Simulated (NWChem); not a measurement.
System: SrHSCl; SMILES [Sr]([SH])[Cl]

The following NWChem deck was run.

```
start job
memory heap 200 mb stack 900 mb global 1100 mb
geometry units angstroms noautoz
  Sr    -0.359821     0.013654    -0.008611
  Cl     0.563093    -2.424269     0.008916
  S      0.802247     2.496084    -0.012602
  H     -0.422695     3.104018    -0.027679
end
basis spherical
  Sr library def2-svp
  Cl library def2-svp
  S library def2-svp
  H library def2-svp
end
ecp
  Sr library def2-ecp
end
dft
  xc hfexch
  iterations 150
  vectors input atomic output neutral.movecs
end
task dft energy
charge 1
dft
  odft
  mult 2
  vectors input atomic output cation.movecs
end
task dft energy
```

Parts of the log:

```
             Northwest Computational Chemistry Package (NWChem) 7.3.0
             --------------------------------------------------------

 C1  symmetry detected

                             Geometry "geometry" -> ""
                             -------------------------

 Output coordinates in angstroms (scale by  1.889725989 to convert to a.u.)

  No.       Tag          Charge          X              Y              Z
 ---- ---------------- ---------- -------------- -------------- --------------
    1 Sr                  38.0000    -0.47418088    -0.03750039     0.00008648
    2 Cl                  17.0000     0.54333874    -2.43754202    -0.00005257
    3 S                   16.0000     0.58999642     2.48844563     0.00009760
    4 H                    1.0000    -0.65782793     3.04809903    -0.00395416

 Effective nuclear repulsion energy (a.u.)     292.0348438171

 Summary of "ao basis" -> "ao basis" (spherical)
 ------------------------------------------------------------------------------
       Tag                 Description            Shells   Functions and Types
 ---------------- ------------------------------  ------  ---------------------
 Sr                         def2-svp                 9       23   4s3p2d
 Cl                         def2-svp                 8       18   4s3p1d
 S                          def2-svp                 8       18   4s3p1d
 H                          def2-svp                 3        5   2s1p

            General Information
            -------------------
          SCF calculation type: DFT
          Wavefunction type:  closed shell.
          No. of atoms     :     4
          No. of electrons :    44
           Alpha electrons :    22
            Beta electrons :    22
          Charge           :     0
          Spin multiplicity:     1
          Use of symmetry is: off; symmetry adaption is: off
          Maximum number of iterations: 150
          AO basis - number of functions:    64
                     number of shells:    28
          Convergence on energy requested:  1.00D-06
          Convergence on density requested:  1.00D-05
          Convergence on gradient requested:  5.00D-04

              XC Information
              --------------
                     Hartree-Fock (Exact) Exchange  1.000

      Superposition of Atomic Density Guess
      -------------------------------------

 Sum of atomic energies:        -892.05075944

      Non-variational initial energy
      ------------------------------

 Total energy =    -887.670537
 1-e energy   =   -1441.578565
 2-e energy   =     449.785122
 HOMO         =      -0.328522
 LUMO         =      -0.106940

   convergence    iter        energy       DeltaE   RMS-Dens  Diis-err
 ---------------- ----- ----------------- --------- --------- ---------
 d= 0,ls=0.0,diis     1   -887.7808667662 -9.92D+02  1.26D-02  2.70D-01
 d= 0,ls=0.0,diis     2   -887.8334509995 -5.26D-02  3.49D-03  4.51D-02
 d= 0,ls=0.0,diis     3   -887.8403179856 -6.87D-03  1.14D-03  1.07D-03
 d= 0,ls=0.0,diis     4   -887.8409837477 -6.66D-04  4.18D-04  8.38D-05
 d= 0,ls=0.0,diis     5   -887.8410510364 -6.73D-05  1.29D-04  7.95D-06
  Resetting Diis
 d= 0,ls=0.0,diis     6   -887.8410573405 -6.30D-06  4.58D-05  7.26D-07
 d= 0,ls=0.0,diis     7   -887.8410579451 -6.05D-07  6.51D-06  4.38D-08

         Total DFT energy =     -887.841057945143
      One electron energy =    -1445.863441356953
           Coulomb energy =      510.964192714270
    Exchange-Corr. energy =      -57.064714823138
 Nuclear repulsion energy =      104.122905520679

 Numeric. integr. density =        0.000000000000

                       DFT Final Molecular Orbital Analysis
                       ------------------------------------

 Vector   20  Occ=2.000000D+00  E=-4.017192D-01
              MO Center=  5.0D-01, -2.3D+00, -3.7D-05, r^2= 1.5D+00
   Bfn.  Coefficient  Atom+Function         Bfn.  Coefficient  Atom+Function
  ----- ------------  ---------------      ----- ------------  ---------------
    34      0.569644  2 Cl px                31      0.386745  2 Cl px
    35      0.291608  2 Cl py                28      0.228434  2 Cl px
    32      0.199659  2 Cl py                29      0.117785  2 Cl py
    14     -0.071432  1 Sr d -2              18      0.061156  1 Sr d  2
     5     -0.060850  1 Sr px                23      0.057924  1 Sr d  2

 Vector   21  Occ=2.000000D+00  E=-3.448817D-01
              MO Center=  5.3D-01,  2.2D+00,  2.6D-05, r^2= 2.7D+00
   Bfn.  Coefficient  Atom+Function         Bfn.  Coefficient  Atom+Function
  ----- ------------  ---------------      ----- ------------  ---------------
    53      0.525960  3 S  py                50      0.354826  3 S  py
    52      0.286647  3 S  px                 6      0.222686  1 Sr py
    47      0.205636  3 S  py                 3     -0.192277  1 Sr s
    49      0.187450  3 S  px                 2      0.125291  1 Sr s
    34     -0.113811  2 Cl px                46      0.109315  3 S  px

 Vector   22  Occ=2.000000D+00  E=-3.269999D-01
              MO Center=  5.2D-01,  2.4D+00,  7.1D-05, r^2= 1.9D+00
   Bfn.  Coefficient  Atom+Function         Bfn.  Coefficient  Atom+Function
  ----- ------------  ---------------      ----- ------------  ---------------
    54      0.638561  3 S  pz                51      0.404201  3 S  pz
    48      0.235407  3 S  pz                13      0.092555  1 Sr pz
    15      0.087598  1 Sr d -1              20      0.075553  1 Sr d -1
     7     -0.074333  1 Sr pz                17     -0.036862  1 Sr d  1
    36      0.035784  2 Cl pz                10      0.032683  1 Sr pz

 Vector   23  Occ=0.000000D+00  E=-2.195652D-02
              MO Center= -2.2D+00,  4.4D-02, -6.7D-04, r^2= 7.0D+00
   Bfn.  Coefficient  Atom+Function         Bfn.  Coefficient  Atom+Function
  ----- ------------  ---------------      ----- ------------  ---------------
     4      0.959248  1 Sr s                 11     -0.504110  1 Sr px
     2     -0.204088  1 Sr s                 23      0.195160  1 Sr d  2
    18      0.137400  1 Sr d  2               5      0.136663  1 Sr px
     3     -0.110297  1 Sr s                 53      0.064549  3 S  py
    16      0.063342  1 Sr d  0              52      0.062741  3 S  px

 Vector   24  Occ=0.000000D+00  E= 2.945656D-02
              MO Center= -1.7D+00, -2.5D-02,  6.2D-04, r^2= 9.4D+00
   Bfn.  Coefficient  Atom+Function         Bfn.  Coefficient  Atom+Function
  ----- ------------  ---------------      ----- ------------  ---------------
    13      0.880672  1 Sr pz                22      0.465980  1 Sr d  1
    17      0.199494  1 Sr d  1               7     -0.150744  1 Sr pz
    54     -0.109697  3 S  pz                36     -0.076844  2 Cl pz
    10     -0.073772  1 Sr pz                51     -0.041927  3 S  pz
    33     -0.031310  2 Cl pz                48     -0.026253  3 S  pz

 Vector   25  Occ=0.000000D+00  E= 4.426604D-02
              MO Center= -7.9D-01, -8.5D-05,  8.5D-04, r^2= 1.0D+01
   Bfn.  Coefficient  Atom+Function         Bfn.  Coefficient  Atom+Function
  ----- ------------  ---------------      ----- ------------  ---------------
    11      0.628707  1 Sr px                21      0.548106  1 Sr d  0
     4      0.401766  1 Sr s                 16      0.289400  1 Sr d  0
    23     -0.193123  1 Sr d  2              12     -0.120039  1 Sr py
    45     -0.116500  3 S  s                  2     -0.096326  1 Sr s
    27     -0.086970  2 Cl s                  5     -0.082152  1 Sr px

     Multipole analysis of the density
     ---------------------------------

     L   x y z        total         alpha         beta         nuclear
     -   - - -        -----         -----         ----         -------
     0   0 0 0     -0.000000    -22.000000    -22.000000     44.000000

     1   1 0 0     -2.905713    -13.997863    -13.997863     25.090014
     1   0 1 0      0.102126     -0.941054     -0.941054      1.984233
     1   0 0 1     -0.000692      0.001942      0.001942     -0.004576

     2   2 0 0    -31.172780    -39.279391    -39.279391     47.386002
     2   1 1 0     -1.911196      0.564797      0.564797     -3.040789
     2   1 0 1      0.006757     -0.001312     -0.001312      0.009381
     2   0 2 0    -57.818468   -402.782072   -402.782072    747.745677
     2   0 1 1     -0.008861      0.006319      0.006319     -0.021500
     2   0 0 2    -33.412105    -16.706081    -16.706081      0.000057

                                 NWChem DFT Module
                                 -----------------

            General Information
            -------------------
          SCF calculation type: DFT
          Wavefunction type:  spin polarized.
          No. of atoms     :     4
          No. of electrons :    43
           Alpha electrons :    22
            Beta electrons :    21
          Charge           :     1
          Spin multiplicity:     2
          Use of symmetry is: off; symmetry adaption is: off
          Maximum number of iterations: 150
          AO basis - number of functions:    64
                     number of shells:    28
          Convergence on energy requested:  1.00D-06
          Convergence on density requested:  1.00D-05
          Convergence on gradient requested:  5.00D-04

              XC Information
              --------------
                     Hartree-Fock (Exact) Exchange  1.000

      Superposition of Atomic Density Guess
      -------------------------------------

 Sum of atomic energies:        -892.05075944

 Renormalizing density from      44.00 to     43

      Non-variational initial energy
      ------------------------------

 Total energy =    -875.119839
 1-e energy   =   -1408.815416
 2-e energy   =     429.572671
 HOMO         =      -0.606512
 LUMO         =      -0.291026

   convergence    iter        energy       DeltaE   RMS-Dens  Diis-err
 ---------------- ----- ----------------- --------- --------- ---------
 d= 0,ls=0.0,diis     1   -887.3853825861 -9.92D+02  1.16D-02  3.30D-01
                                                     1.15D-02  3.41D-01
 d= 0,ls=0.0,diis     2   -887.5387327095 -1.53D-01  3.44D-03  4.64D-02
                                                     3.44D-03  4.53D-02
 d= 0,ls=0.0,diis     3   -887.5629983011 -2.43D-02  4.71D-04  6.00D-04
                                                     4.64D-04  5.87D-04
 d= 0,ls=0.0,diis     4   -887.5636581288 -6.60D-04  2.02D-04  5.26D-05
                                                     2.04D-04  6.18D-05
 d= 0,ls=0.0,diis     5   -887.5637403150 -8.22D-05  4.64D-05  3.62D-06
                                                     4.67D-05  3.42D-06
  Resetting Diis
 d= 0,ls=0.0,diis     6   -887.5637455796 -5.26D-06  1.53D-05  3.85D-07
                                                     1.94D-05  4.53D-07
 d= 0,ls=0.0,diis     7   -887.5637463219 -7.42D-07  4.29D-06  6.32D-08
                                                     4.34D-06  5.81D-08

         Total DFT energy =     -887.563746321870
      One electron energy =    -1436.205833130655
           Coulomb energy =      501.353111702000
    Exchange-Corr. energy =      -56.833930413894
 Nuclear repulsion energy =      104.122905520679

 Numeric. integr. density =        0.000000000000

                    DFT Final Alpha Molecular Orbital Analysis
                    ------------------------------------------

 Vector   20  Occ=1.000000D+00  E=-5.478784D-01
              MO Center=  4.9D-01, -2.3D+00, -4.6D-05, r^2= 1.9D+00
   Bfn.  Coefficient  Atom+Function         Bfn.  Coefficient  Atom+Function
  ----- ------------  ---------------      ----- ------------  ---------------
    35      0.546696  2 Cl py                32      0.403028  2 Cl py
    29      0.236155  2 Cl py                 3      0.229838  1 Sr s
    34     -0.217967  2 Cl px                 6      0.198389  1 Sr py
    31     -0.161133  2 Cl px                 2     -0.129574  1 Sr s
    14     -0.117316  1 Sr d -2              26     -0.100765  2 Cl s

 Vector   21  Occ=1.000000D+00  E=-5.287682D-01
              MO Center=  5.0D-01, -2.3D+00, -5.1D-05, r^2= 1.4D+00
   Bfn.  Coefficient  Atom+Function         Bfn.  Coefficient  Atom+Function
  ----- ------------  ---------------      ----- ------------  ---------------
    36      0.637341  2 Cl pz                33      0.439026  2 Cl pz
    30      0.258216  2 Cl pz                15     -0.099311  1 Sr d -1
     7     -0.068111  1 Sr pz                13      0.051760  1 Sr pz
    20     -0.050108  1 Sr d -1              17     -0.042474  1 Sr d  1
    10      0.042055  1 Sr pz

 Vector   22  Occ=1.000000D+00  E=-5.284013D-01
              MO Center=  5.0D-01, -2.3D+00, -4.8D-05, r^2= 1.5D+00
   Bfn.  Coefficient  Atom+Function         Bfn.  Coefficient  Atom+Function
  ----- ------------  ---------------      ----- ------------  ---------------
    34      0.590071  2 Cl px                31      0.407793  2 Cl px
    28      0.239659  2 Cl px                35      0.235376  2 Cl py
    32      0.162999  2 Cl py                29      0.095803  2 Cl py
    18      0.078189  1 Sr d  2              14     -0.070844  1 Sr d -2
     5     -0.064071  1 Sr px                23      0.052000  1 Sr d  2

 Vector   23  Occ=0.000000D+00  E=-1.676381D-01
              MO Center= -1.5D+00,  6.7D-01, -7.6D-04, r^2= 6.9D+00
   Bfn.  Coefficient  Atom+Function         Bfn.  Coefficient  Atom+Function
  ----- ------------  ---------------      ----- ------------  ---------------
     4      0.856377  1 Sr s                 12      0.304982  1 Sr py
     2     -0.300676  1 Sr s                 11     -0.276100  1 Sr px
    45     -0.215706  3 S  s                  3      0.167015  1 Sr s
    18      0.155520  1 Sr d  2              52      0.131179  3 S  px
     5      0.125002  1 Sr px                16      0.106908  1 Sr d  0

 Vector   24  Occ=0.000000D+00  E=-1.130769D-01
              MO Center= -1.4D+00,  6.4D-01,  8.3D-04, r^2= 8.8D+00
   Bfn.  Coefficient  Atom+Function         Bfn.  Coefficient  Atom+Function
  ----- ------------  ---------------      ----- ------------  ---------------
    13      0.854266  1 Sr pz                22      0.278256  1 Sr d  1
    20      0.253345  1 Sr d -1              17      0.227774  1 Sr d  1
     7     -0.212585  1 Sr pz                54     -0.172307  3 S  pz
    15      0.153883  1 Sr d -1              51     -0.076495  3 S  pz
    10      0.041188  1 Sr pz                48     -0.041179  3 S  pz

 Vector   25  Occ=0.000000D+00  E=-1.038266D-01
              MO Center= -8.6D-01,  4.5D-01, -2.9D-04, r^2= 8.6D+00
   Bfn.  Coefficient  Atom+Function         Bfn.  Coefficient  Atom+Function
  ----- ------------  ---------------      ----- ------------  ---------------
    11      0.610366  1 Sr px                21      0.403666  1 Sr d  0
    16      0.391981  1 Sr d  0              19      0.260659  1 Sr d -2
     4      0.178988  1 Sr s                 52     -0.160904  3 S  px
    12     -0.148115  1 Sr py                14      0.146740  1 Sr d -2
     3      0.131903  1 Sr s                  5     -0.131996  1 Sr px

                     DFT Final Beta Molecular Orbital Analysis
                     -----------------------------------------

 Vector   19  Occ=1.000000D+00  E=-5.475603D-01
              MO Center=  5.0D-01, -2.2D+00, -4.5D-05, r^2= 2.0D+00
   Bfn.  Coefficient  Atom+Function         Bfn.  Coefficient  Atom+Function
  ----- ------------  ---------------      ----- ------------  ---------------
    35      0.547374  2 Cl py                32      0.403313  2 Cl py
    29      0.236317  2 Cl py                 3      0.221660  1 Sr s
    34     -0.212576  2 Cl px                 6      0.203603  1 Sr py
    31     -0.157190  2 Cl px                 2     -0.124584  1 Sr s
    14     -0.120742  1 Sr d -2              26     -0.100052  2 Cl s

[...]
```

Level: Hartree-Fock/def2-SVP with def2 effective core potentials on Sr, vertical spin-unrestricted ions. The geometry was optimised at PBE-D3(BJ)/def2-SVP. def2 effective core potentials on Sr; no spin-orbit coupling.
